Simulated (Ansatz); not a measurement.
Born–Oppenheimer molecular dynamics of C3H5B (9 atoms, charge 0, multiplicity 1). It goes on from the last frame of an earlier run, with new velocities.

All numbers below come from UKS PBE0/STO-3G (Ansatz 0.2.0).

| Property | Result |
| --- | --- |
| ensemble | NVT, Nosé–Hoover chain |
| time step | 0.5 fs |
| steps asked | 166 |
| set temperature | 1000 K |
| thermostat | time constant 50 fs, chain length 5 |
| temperature schedule | 41 steps to 1000 K, then 125 steps to 3000 K |
| seed | 776605 |

First frame:

```xyz
9
Properties=species:S:1:pos:R:3
B -0.362 1.342 -2.352
C -0.004 0.816 -1.177
C 0.325 0.385 0.262
C -0.759 -0.574 0.786
H 1.284 -0.043 0.366
H 0.293 1.281 0.928
H -0.732 -1.436 0.146
H -0.498 -0.843 1.803
H -1.767 -0.205 0.784
```

(1) What does the run give?

(2) What happens to the structure?

(3) How do temperature and energy run in time?

## Answers

(1) All steps were run.

```yaml
steps_done: 166
time_covered: 83 fs
mean_temperature_over_the_second_half: 990 K
spread_of_the_potential_energy_over_the_second_half: 19.2 meV per atom
mean_potential_energy_of_the_second_half_above_the_start: 50.3 meV per atom
```

The conserved energy stayed within 1.3 meV per atom of its start (net change 0.89 meV per atom), so the integration is sound. The schedule's set-point averaged 2336 K over the second half and the system 990 K, so it lags behind the ramp. A run of 0.083 ps of so small a system gives no equilibrium averages. Limits of this set-up: minimal basis.

(2) The same pairs are bonded in the first frame and the last. Pairs count as bonded within 1.25 times the sum of covalent radii (0.12 Å more for H–H). The details hang on the random start.

(3) 
| time (fs) | T (K) | potential energy less start (eV) | conserved less start (meV/atom) |
| --- | --- | --- | --- |
| 0 | 1000 | 0.000 | 0.00 |
| 6.5 | 868 | 0.121 | 0.08 |
| 13 | 637 | 0.337 | 0.31 |
| 19.5 | 589 | 0.390 | 0.20 |
| 26 | 580 | 0.416 | 0.30 |
| 32.5 | 837 | 0.216 | 0.09 |
| 39 | 731 | 0.368 | 0.46 |
| 45.5 | 700 | 0.461 | 0.52 |
| 52 | 751 | 0.488 | -0.01 |
| 58.5 | 741 | 0.592 | 0.62 |
| 65 | 841 | 0.607 | 0.71 |
| 71.5 | 1497 | 0.148 | -0.01 |
| 78 | 1351 | 0.410 | 0.76 |

The run took 8.6 min on 1 thread of Arm Neoverse V1 (shared host), peak memory 0.1 GiB.
